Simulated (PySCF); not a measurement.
Electron correlation in Xe¹⁹⁺ (xenon, charge +19)

Starting occupation: [Ar] 3d10 4s2 4p5, 4p1/2 with m_j = -1/2, +1/2, 4p3/2 with m_j = -1/2, +1/2, +3/2. All numbers are calculated (PySCF 2.14, X2C-1e with screened-nucleus spin-orbit coupling, Gaussian nucleus, in an uncontracted even-tempered set (18 s from 1.2 bohr⁻², ratio 2.8; 14 p from 1.5 bohr⁻², ratio 2.8; 9 d from 2.7 bohr⁻², ratio 2.8; 4 f from 9.3 bohr⁻², ratio 3)). Frozen: [Ne]; 25 electrons correlated; the 92 highest virtual spinors left out.

MP2 pair energies summed by pair of shells (mhartree):

```
       pair   energy  share (%)
3d3/2-3d5/2  -180.96       18.0
3d5/2-3d5/2  -128.04       12.8
4p1/2-4p3/2   -60.93        6.1
3d3/2-3d3/2   -55.06        5.5
3d5/2-3p3/2   -54.86        5.5
3d5/2-4p3/2   -47.16        4.7
4p3/2-4p3/2   -42.50        4.2
3d3/2-3p3/2   -37.14        3.7
3d5/2-4p1/2   -33.89        3.4
4p3/2-4s1/2   -32.86        3.3
3d3/2-4p3/2   -30.92        3.1
3d5/2-3p1/2   -25.98        2.6
3d3/2-4p1/2   -22.02        2.2
3d5/2-3s1/2   -21.13        2.1
3d5/2-4s1/2   -21.09        2.1
4p1/2-4p1/2   -20.69        2.1
3p3/2-3p3/2   -19.81        2.0
3p1/2-3p3/2   -18.71        1.9
3d3/2-3p1/2   -17.04        1.7
4p1/2-4s1/2   -16.56        1.6
3d3/2-3s1/2   -14.19        1.4
3d3/2-4s1/2   -13.52        1.3
3p3/2-4p3/2   -13.30        1.3
3p3/2-3s1/2   -10.45        1.0
3p3/2-4p1/2    -9.98        1.0
3p3/2-4s1/2    -9.58        1.0
4s1/2-4s1/2    -8.55        0.9
3p1/2-4p3/2    -5.88        0.6
3p1/2-3s1/2    -5.25        0.5
3p1/2-3p1/2    -5.06        0.5
```

Total MP2 correlation energy: -1003.7 mhartree.

At this charge the one-electron X2C treatment keeps the bare 1/r₁₂, with no two-electron picture change or Breit term. The effect here is smaller than on the frozen 1s shell.
